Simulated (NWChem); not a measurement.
System: C3H7NSi; SMILES C[C@H]([SiH3])C#N

```xyz
12

C     -1.8025     0.1195     0.2085
C     -0.3998     0.1206    -0.4476
Si     0.6413    -1.4140     0.0594
C      0.3449     1.3368    -0.1298
N      0.9497     2.2894     0.1499
H     -2.3870     0.9867    -0.1151
H     -1.7273     0.1510     1.2999
H     -2.3487    -0.7865    -0.0729
H     -0.5130     0.0777    -1.5401
H      0.8296    -1.4154     1.5317
H      1.9573    -1.3850    -0.6251
H     -0.1109    -2.6305    -0.3486
```
Atoms are numbered in this order, from 1.

Coordinates come from a B3LYP/6-31G* (spherical d) optimisation.

Q: Give the principal values of the shielding tensors (ppm) of C1, C2, Si3, C4, N5 from PBE/pcSseg-1, GIAO (NWChem), with their diamagnetic and paramagnetic parts as GIAO splits them.

A: 
```tsv
atom	σ11	σ22	σ33	isotropic	diamagnetic	paramagnetic
C1	150.1	156.0	183.5	163.2	248.7	-85.5
C2	157.5	169.4	186.4	171.1	254.0	-82.9
Si3	359.1	368.5	448.5	392.0	881.2	-489.2
C4	-62.4	-55.5	291.3	57.8	258.6	-200.9
N5	-207.1	-193.5	289.9	-36.9	340.8	-377.7
```
